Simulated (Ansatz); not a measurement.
BaI2, SMILES [I][Ba][I]. Atoms are numbered in the order given.

```xyz
3

Ba     0.0000     0.0000    -0.7230
I      0.0000     2.9583     0.3873
I      0.0000    -2.9583     0.3873
```

Geometry: B3LYP-D3(BJ)/def2-SVP. The def2 effective core potentials stand for the cores of Ba, I; spin–orbit coupling is left out.

Two levels are set side by side: PBE-D3(BJ)/def2-SVP (Ansatz, a program for electronic structure) and B3LYP-D3(BJ)/def2-SVP (Ansatz). Each level has its own optimised geometry; the coordinates shown are those of the second. Differences are taken from unrounded values.

| quantity | B3LYP-D3(BJ) |
|---|---|
| mean bond length (Å) | 3.160 |
| bond Ba1–I2 (Å) | 3.160 |
| bond Ba1–I3 (Å) | 3.160 |

Problem. What does PBE-D3(BJ) give, and how far is it from B3LYP-D3(BJ)? (Estimate from the structure and the level; the computed values follow.)

Solution. 
| quantity | PBE-D3(BJ) | PBE-D3(BJ) minus B3LYP-D3(BJ) |
|---|---|---|
| mean bond length (Å) | 3.136 | -0.024 |
| bond Ba1–I2 (Å) | 3.136 | -0.024 |
| bond Ba1–I3 (Å) | 3.136 | -0.024 |

On these quantities the two levels nearly agree.
